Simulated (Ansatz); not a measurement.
Cartesian coordinates in Å:
```
C 1.4258 0.2199 0.9164
O 0.4441 0.5640 -0.0196
Al -0.9446 -0.1472 -0.6071
O -1.8427 0.6698 -1.7692
Cl -1.5447 -2.0228 0.0998
H 1.2426 -0.7588 1.3745
H 2.4071 0.1940 0.4329
H 1.4593 0.9702 1.7123
H -2.6469 0.3109 -2.1401
```

Charge 0, multiplicity 1.

**Question.** List the r2SCAN/def2-TZVPP orbital energies in eV (Ansatz). (Estimate.)

**Answer.** Ansatz gave: Occupied: -2753.15, -1517.70, -515.63, -515.59, -274.32, -254.55, -193.05, -192.97, -192.96, -111.18, -71.51, -71.37, -71.27, -26.27, -25.83, -21.05, -17.55, -13.15, -12.08, -11.32, -11.22, -10.26, -8.78, -8.65, -8.15, -8.15, -7.32, -7.16. Lowest empty: -0.99, -0.08, 1.20, 1.98, 2.22, 2.98, 3.52, 3.72.
